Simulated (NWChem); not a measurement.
System: C3H3F3; SMILES F/C=C\C(F)F

Parts of the log:

```
             Northwest Computational Chemistry Package (NWChem) 7.3.0
             --------------------------------------------------------

                             Geometry "geometry" -> ""
                             -------------------------

 Output coordinates in angstroms (scale by  1.889725989 to convert to a.u.)

  No.       Tag          Charge          X              Y              Z
 ---- ---------------- ---------- -------------- -------------- --------------
    1 F                    9.0000     0.69107600    -2.10537100     0.00000000
    2 C                    6.0000    -0.55777300    -1.60396300     0.00000000
    3 C                    6.0000    -0.80156300    -0.29868700     0.00000000
    4 C                    6.0000     0.26569500     0.74275200     0.00000000
    5 F                    9.0000     0.12636800     1.54836600     1.10079000
    6 F                    9.0000     0.12636800     1.54836600    -1.10079000
    7 H                    1.0000    -1.31278900    -2.38383900     0.00000000
    8 H                    1.0000    -1.82959400     0.04852700     0.00000000
    9 H                    1.0000     1.27778400     0.33040600     0.00000000

 Effective nuclear repulsion energy (a.u.)     236.1257999734

                              NWChem Property Module
                              ----------------------

  itol2e modified to match energy
  convergence criterion.

                                 NWChem DFT Module
                                 -----------------

 Summary of "ao basis" -> "ao basis" (spherical)
 ------------------------------------------------------------------------------
       Tag                 Description            Shells   Functions and Types
 ---------------- ------------------------------  ------  ---------------------
 F                           6-31g*                  6       14   3s2p1d
 C                           6-31g*                  6       14   3s2p1d
 H                           6-31g*                  2        2   2s

  itol2e modified to match energy
  convergence criterion.

[...]

          -----------------------------------------
          Chemical Shielding Tensors (GIAO, in ppm)
          -----------------------------------------

                                NWChem CPHF Module
                                ------------------

  scftype          =     RHF
  nclosed          =       24
  nopen            =        0
  variables        =     1584
  # of vectors     =        3
  tolerance        = 0.10D-03
  level shift      = 0.00D+00
  max iterations   =       50
  max subspace     =       30

 SCF residual:    1.6509120771659035E-005

Iterative solution of linear equations
  No. of variables     1584
  No. of equations        3
  Maximum subspace       30
        Iterations       50
       Convergence  1.0D-04

   iter   nsub   residual    time
   ----  ------  --------  ---------
     1      3    3.93D-01      48.0
     2      6    3.57D-02      52.0
     3      9    1.54D-03      56.0
     4     12    3.82D-05      59.9

      Atom:    1  F
        Diamagnetic
    487.7557    -10.7081      0.0000
    -10.7081    468.4635      0.0000
      0.0000      0.0000    464.6930

        Paramagnetic
   -222.6335    -16.5223      0.0000
    -16.5223   -262.8132     -0.0000
      0.0000     -0.0000    -35.5723

        Total Shielding Tensor
    265.1222    -27.2303      0.0000
    -27.2303    205.6503     -0.0000
      0.0000     -0.0000    429.1207

           isotropic =     299.9644
          anisotropy =     193.7344

          Principal Components and Axis System
                 1           2           3
              429.1207    275.7064    195.0661

      1         0.0000      0.9321      0.3623
      2        -0.0000     -0.3623      0.9321
      3         1.0000     -0.0000     -0.0000

      Atom:    2  C
        Diamagnetic
    259.7220     -4.3774     -0.0000
     -4.3774    262.8928     -0.0000
     -0.0000     -0.0000    235.3834

        Paramagnetic
   -292.7208    -20.9445      0.0000
    -20.9445   -195.8125      0.0000
      0.0000      0.0000   -141.2537

        Total Shielding Tensor
    -32.9989    -25.3219      0.0000
    -25.3219     67.0804      0.0000
      0.0000      0.0000     94.1296

           isotropic =      42.7370
          anisotropy =      77.0889

          Principal Components and Axis System
                 1           2           3
               94.1296     73.1225    -39.0410

      1         0.0000     -0.2321      0.9727
      2         0.0000      0.9727      0.2321
      3         1.0000     -0.0000     -0.0000

      Atom:    3  C
        Diamagnetic
    261.9269      2.1436     -0.0000
      2.1436    270.8874     -0.0000
     -0.0000     -0.0000    243.0433

        Paramagnetic
   -267.5027      6.8168      0.0000
      6.8168   -160.4158     -0.0000
      0.0000     -0.0000    -89.7127

        Total Shielding Tensor
     -5.5757      8.9603      0.0000
      8.9603    110.4717     -0.0000
      0.0000     -0.0000    153.3306

           isotropic =      86.0755
          anisotropy =     100.8826

          Principal Components and Axis System
                 1           2           3
              153.3306    111.1594     -6.2635

      1         0.0000      0.0765      0.9971
      2        -0.0000      0.9971     -0.0765
      3         1.0000      0.0000     -0.0000

      Atom:    4  C
        Diamagnetic
    239.0582      4.6497      0.0000
      4.6497    244.9806     -0.0000
      0.0000     -0.0000    244.9521

        Paramagnetic
   -179.2892     -2.6792      0.0000
     -2.6792   -165.7028     -0.0000
      0.0000     -0.0000   -141.2771

[...]
```

Level: B3LYP/6-31G* (spherical d), GIAO. Structure relaxed at the B3LYP/6-31G* (spherical d) level. NWChem prints the field gradient with the sign opposite to the second derivative of the potential. The output numbers the shielded atoms by their place in the input's list. The printed shielding anisotropy is the first printed principal value minus the mean of the other two.

**Question.** Reconstruct the input file.

**Answer.** One answer among several that fit: the input that was run:
```
start job
memory heap 200 mb stack 900 mb global 1100 mb
geometry units angstroms noautosym nocenter noautoz
  F      0.691076    -2.105371     0.000000
  C     -0.557773    -1.603963     0.000000
  C     -0.801563    -0.298687     0.000000
  C      0.265695     0.742752     0.000000
  F      0.126368     1.548366     1.100790
  F      0.126368     1.548366    -1.100790
  H     -1.312789    -2.383839     0.000000
  H     -1.829594     0.048527     0.000000
  H      1.277784     0.330406     0.000000
end
basis spherical
  * library 6-31g*
end
dft
  xc b3lyp
  iterations 150
end
property
  shielding 8 1 2 3 4 5 7 8 9
  efieldgrad
end
task dft property
```
